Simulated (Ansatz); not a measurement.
Species: C5H10O (charge 0, singlet). SMILES: CCC(=O)CC
Structure (B3LYP-D3(BJ)/def2-TZVP (Ansatz, an electronic-structure program) minimum search):
```xyz
16

C     -2.5283     0.1158    -0.3182
C     -1.3083    -0.6836     0.1128
C      0.0027     0.0704    -0.0257
O      0.0467     1.2056    -0.4404
C      1.2553    -0.6830     0.3865
C      2.5375     0.1204     0.2319
H     -2.6258     1.0264     0.2726
H     -2.4482     0.4156    -1.3630
H     -3.4375    -0.4745    -0.1965
H     -1.3959    -1.0058     1.1565
H     -1.2197    -1.6111    -0.4637
H      1.1180    -1.0127     1.4223
H      1.2946    -1.6064    -0.2021
H      3.4009    -0.4699     0.5415
H      2.5042     1.0269     0.8360
H      2.6821     0.4274    -0.8037
```
Charge 0, spin multiplicity 1.

Property: vertical ionisation energy (to the doublet state of charge +1; each state is the SCF solution reached for its spin), in eV. Correlated levels leave the core frozen unless marked. Open shells are spin-unrestricted. No spin-orbit coupling. Non-relativistic. CBS marks a two-point X^-3 extrapolation of the correlation energy; Hartree-Fock from the larger set. The bracket is a focal-point correction in the basis named.

```
level                                                          program  vertical ionisation energy (eV)
-------------------------------------------------------------  -------  -------------------------------
HF/aug-cc-pVDZ                                                  Ansatz                             8.13
HF/aug-cc-pVTZ                                                  Ansatz                             8.11
SVWN5/def2-TZVPD                                                Ansatz                             9.29
r2SCAN/def2-TZVPD                                               Ansatz                             9.10
BHLYP/def2-TZVPD                                                Ansatz                             9.25
CAM-B3LYP/def2-TZVPD                                            Ansatz                             9.43
B2PLYP/def2-TZVPD                                               Ansatz                             9.42
MP2/aug-cc-pVDZ                                                 Ansatz                             9.87
MP2/aug-cc-pVTZ                                                 Ansatz                            10.02
RI-MP2/aug-cc-pVQZ                                              Ansatz                            10.08
RI-MP2/CBS(aug-cc-pVTZ,aug-cc-pVQZ)                             Ansatz                            10.13
SCS-MP2/aug-cc-pVDZ                                             Ansatz                             9.78
CCSD/aug-cc-pVTZ                                                Ansatz                             9.45
CCSD(T)/aug-cc-pVDZ                                             Ansatz                             9.37
RI-MP2/CBS(aug-cc-pVTZ,aug-cc-pVQZ)+[CCSD(T)-MP2]/aug-cc-pVTZ   Ansatz                             9.62
```
